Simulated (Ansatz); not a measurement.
Consider the β-hydride elimination: `C[NH][GaH][SH]` → `[SH][GaH2]` + `C=N`.

Calculated with Ansatz (gas phase, PBE0-D4/def2-TZVP geometries, no zero-point term in ΔE). CCSD(T)/CBS is the MP2 limit (def2-TZVPP, def2-QZVPP) plus CCSD(T) − MP2 in def2-TZVPP, frozen cores. This one scheme is used for every species. Functionals use def2-TZVPP. B3LYP here is the variant with VWN-RPA as its local correlation; programs differ in this. HSE06 is defined as in plane-wave codes. For Ga outer-core shells are correlated without core-valence functions, which leaves a few kJ/mol of doubt a bond. Scalar relativity is left out up to krypton. Each species was taken in one conformer, which may not be the lowest.

```tsv
level	ΔE (kJ/mol)	difference from CCSD(T)/CBS
LDA (SPW92)	206.4	36.1
PBE-D4	166.6	-3.7
revPBE-D4	159.1	-11.2
BLYP-D4	147.4	-22.9
B97M-V	154.5	-15.8
PBE0-D4	177.2	6.9
B3LYP-D4	159.2	-11.1
r2SCANh-D4	175.4	5.1
r2SCAN0-D4	180.2	9.9
HSE06-D4	177.0	6.7
BHLYP-D4	170.4	0.1
CAM-B3LYP-D4	169.0	-1.3
ωB97M-V	164.0	-6.3
B2PLYP	158.1	-12.2
PBE-QIDH	182.6	12.3
PBE	158.2	-12.1
revPBE	137.8	-32.5
BLYP	129.9	-40.4
r2SCAN	169.9	-0.4
PBE0	169.8	-0.5
B3LYP	145.7	-24.6
r2SCANh	172.9	2.6
r2SCAN0	177.4	7.1
HSE06	170.0	-0.3
BHLYP	159.2	-11.1
CAM-B3LYP	161.3	-9.0
LC-ωPBE	179.1	8.8
RPA@PBE/def2-TZVPP	150.8	-19.5
HF/def2-SVP	148.0	-22.3
MP2/def2-SVP	174.7	4.4
CCSD/def2-SVP	159.9	-10.4
CCSD(T)/def2-SVP	158.6	-11.7
MP2/def2-TZVPP	179.4	9.1
SCS-MP2/def2-TZVPP	165.2	-5.1
CCSD/def2-TZVPP	162.8	-7.5
HF/def2-QZVPP	137.1	-33.2
SCS-MP2/def2-QZVPP	168.5	-1.8
HF/CBS(def2)	137.1	-33.2
MP2/CBS(def2)	186.0	15.7
CCSD/CBS(def2)	169.4	-0.9
CCSD(T)/CBS	170.3	0
```

Largest T1 diagnostic among the species: 0.013.

The D4 term adds +13.5 kJ/mol with B3LYP and +7.4 kJ/mol with PBE0; it sums over pairs of atoms, weighted by their polarisabilities, and B3LYP, whose exchange is more repulsive, gets the larger term. At CCSD(T), def2-SVP lies −11.7 kJ/mol from the extrapolated value and def2-TZVPP −6.6 kJ/mol.
